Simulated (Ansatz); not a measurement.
Reaction (ligand exchange at the Si–C bond): `C/C([SiH3])=N\[SiH3]` + `COB(O)F` → `COB(F)O[SiH3]` + `C/C=N\[SiH3]`

Gas-phase electronic energies from Ansatz, PBE0-D4/def2-TZVP geometries. CCSD(T)/CBS is the MP2 limit (def2-TZVPP, def2-QZVPP) plus CCSD(T) − MP2 in def2-TZVPP, frozen cores. Double bonds are as drawn, so ΔE can hold a change between cis and trans. DFT in def2-TZVPP. B3LYP here is the variant with VWN-RPA as its local correlation; programs differ in this. One conformer a species, not always the lowest.

Is it downhill or uphill in electronic energy at CCSD(T)/CBS, and by how much? (An estimate is asked.)

Ansatz gave: Downhill: ΔE = -106.1 kJ/mol.

What do these levels give: PBE-D4, r2SCAN-D4, B3LYP-D4, ωB97X-V, r2SCAN, PBE0, HF/def2-TZVPP, CCSD/def2-TZVPP, HF/def2-QZVPP, SCS-MP2/def2-QZVPP, MP2/CBS(def2), CCSD/CBS(def2)? (Estimate.)

Ansatz gave: PBE-D4 -88.8, r2SCAN-D4 -104.0, B3LYP-D4 -105.2, ωB97X-V -106.9, r2SCAN -104.7, PBE0 -99.1, HF/def2-TZVPP -132.5, CCSD/def2-TZVPP -110.5, HF/def2-QZVPP -134.2, SCS-MP2/def2-QZVPP -112.2, MP2/CBS(def2) -107.0, CCSD/CBS(def2) -110.4 kJ/mol.

Largest T1 diagnostic among the species: 0.013.

The D4 term adds +4.4 kJ/mol with B3LYP and +2.4 kJ/mol with PBE0; it sums over pairs of atoms, weighted by their polarisabilities, and B3LYP, whose exchange is more repulsive, gets the larger term. From PBE to PBE0 (25 % exact exchange), in def2-TZVPP and without D4, ΔE moves by −7.6 kJ/mol.
